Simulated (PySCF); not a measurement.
Computed shifts of a molecule C₅H₁₀, PBE/pcSseg-1 (PySCF), GIAO, gas phase, equivalent atoms averaged, in ppm (number of nuclei): ¹³C: 155.5 (1), 117.6 (1), 38.2 (1), 26.9 (1), 21.3 (1). ¹H: 6.54 (1), 5.45 (2), 2.59 (1), 1.30 (6). References: ¹³C against TMS (σ = 182.0 ppm); ¹H against TMS (σ = 31.49 ppm), references at their B3LYP-D3(BJ)/def2-TZVP geometries, non-relativistic. Coordinates come from a PBE0-D3(BJ)/def2-SVP optimisation. One conformer was computed; it need not be the lowest.

Problem. Identify the compound among the candidates.
A) C=C(C)CC
B) C=CCCC
C) C=CC(C)C
D) C/C=C/CC

Solution. C, C=CC(C)C
